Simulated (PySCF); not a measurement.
**Ge³¹⁺ (germanium, charge +31) across methods**

1s1, 2S determinant. All numbers are calculated (PySCF 2.14, no relativity, point nucleus, in an even-tempered Gaussian basis (15 s from 40 bohr⁻², ratio 2.2; 7 p from 60 bohr⁻², ratio 2.4; 4 d from 180 bohr⁻², ratio 2.4; 3 f from 270 bohr⁻², ratio 2.4; 3 g from 410 bohr⁻², ratio 2.4)).

| method | E (hartree) | mean ε 1s α (eV) | Σ⟨r²⟩ (bohr²) | ⟨S²⟩ |
| --- | --- | --- | --- | --- |
| MN15 | -511.985 | -13713.0 | 0.002953 | 0.750 |
| r2SCAN | -512.000 | -13752.2 | 0.002932 | 0.750 |
| PBE | -511.797 | -13727.9 | 0.002937 | 0.750 |
| PBE0 | -511.849 | -13779.0 | 0.002935 | 0.750 |
| UHF | -511.99977 | -13932.2 | 0.002930 | 0.750 |
| LDA | -510.645 | -13701.5 | 0.002942 | 0.750 |

For one electron the Hartree and exchange-correlation energies should cancel; what remains is the self-interaction error.
